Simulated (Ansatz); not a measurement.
**Relaxing a trial structure of CH8O3Si3**

The starting geometry of this gas-phase triplet was optimised with GFN2-xTB as a singlet; its bonds are those of `CO[SiH]1O[SiH2][SiH2]O1`.

```yaml
atoms:
  - { symbol: C, position_ang: [3.7037, -0.9437, 1.7647] }
  - { symbol: O, position_ang: [3.1232, -0.7160, 0.5076] }
  - { symbol: O, position_ang: [0.6946, -1.9042, 0.5392] }
  - { symbol: O, position_ang: [0.8056, 0.6042, 0.9510] }
  - { symbol: Si, position_ang: [1.5656, -0.5850, 0.1302] }
  - { symbol: Si, position_ang: [-0.6395, -1.8895, 1.5060] }
  - { symbol: Si, position_ang: [-0.5383, 0.3958, 1.8817] }
  - { symbol: H, position_ang: [3.4540, -0.1359, 2.4560] }
  - { symbol: H, position_ang: [4.7847, -0.9828, 1.6240] }
  - { symbol: H, position_ang: [3.3561, -1.8908, 2.1838] }
  - { symbol: H, position_ang: [1.5471, -0.3524, -1.2886] }
  - { symbol: H, position_ang: [-1.6994, -2.4419, 0.6590] }
  - { symbol: H, position_ang: [-0.2942, -2.8184, 2.5887] }
  - { symbol: H, position_ang: [-0.1288, 0.8964, 3.1993] }
  - { symbol: H, position_ang: [-1.5338, 1.2802, 1.2713] }
```

**Question.** Where would you expect an optimisation with PBE-D3(BJ)/def2-SVP to take it?

**Answer.** A bond breaks, giving a structure given below by its coordinates. Contacts that open: Si6–Si7 (2.32 → 4.21 Å).

The energy falls by 2.82 eV over 49 steps:

```csv
step,E − E(last) (eV)
1,2.819
6,1.747
12,0.918
17,0.155
22,0.066
28,0.025
33,0.005
38,0.001
44,0.000
49,0.000
```

Final geometry (Å):

```yaml
atoms:
  - { symbol: C, position_ang: [3.3080, -0.9762, 1.8029] }
  - { symbol: O, position_ang: [2.9490, -0.6910, 0.4630] }
  - { symbol: O, position_ang: [0.5454, -1.9625, 0.2598] }
  - { symbol: O, position_ang: [0.5968, 0.7214, 0.6396] }
  - { symbol: Si, position_ang: [1.3858, -0.5620, -0.0818] }
  - { symbol: Si, position_ang: [-0.6087, -2.5937, 1.3081] }
  - { symbol: Si, position_ang: [0.2770, 1.4427, 2.1233] }
  - { symbol: H, position_ang: [2.9824, -0.1698, 2.5023] }
  - { symbol: H, position_ang: [4.4124, -1.0535, 1.8644] }
  - { symbol: H, position_ang: [2.8712, -1.9377, 2.1561] }
  - { symbol: H, position_ang: [1.4513, -0.3417, -1.5439] }
  - { symbol: H, position_ang: [-0.8354, -4.0317, 0.9088] }
  - { symbol: H, position_ang: [-0.0911, -2.5310, 2.7320] }
  - { symbol: H, position_ang: [-0.5398, 0.4956, 2.9804] }
  - { symbol: H, position_ang: [-0.5036, 2.7070, 1.8591] }
```

No frequencies were run, so the end isn't proven a minimum. Open shells are spin-unrestricted. The triplet needn't be the ground state. Run with Ansatz 0.2.0, 3.5 min on 4 threads of Arm Neoverse V1, with other jobs on the host.
